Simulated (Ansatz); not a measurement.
Ansatz (a first-principles code) input:
A basis named .json is the Basis Set Exchange file of that set.

Ansatz 0.2 input:
```yaml
crystal:
  periodic: [false, false, false]
  atoms:
    - {symbol: F, position_ang: [-0.99444064, 1.82184822, 0.05953262]}
    - {symbol: In, position_ang: [-0.23789491, 0.04022490, 0.00464872]}
    - {symbol: F, position_ang: [-1.53945588, -1.39339961, -0.01001758]}
    - {symbol: Cl, position_ang: [2.02717173, -0.34276810, -0.03961309]}
basis:
  gaussian:
    orbitals: def2-QZVPPD.json
    fitting: {mean_field: def2-universal-jkfit, correlation: def2-QZVPPD-RIFIT.json}
magnetization: {spin_polarized: true, initial_magnetization: 2}
correlation: {method: mp2, electrons: outside_noble_gas}
```

**Question.** Predict the final energy.

**Answer.** -848.44804 Eh (RI-MP2/def2-QZVPPD). The basis has 299 functions.

This state (charge 0, triplet) is run at the relaxed geometry of the species with charge 0 and multiplicity 1, and is a spin state other than that species' own.
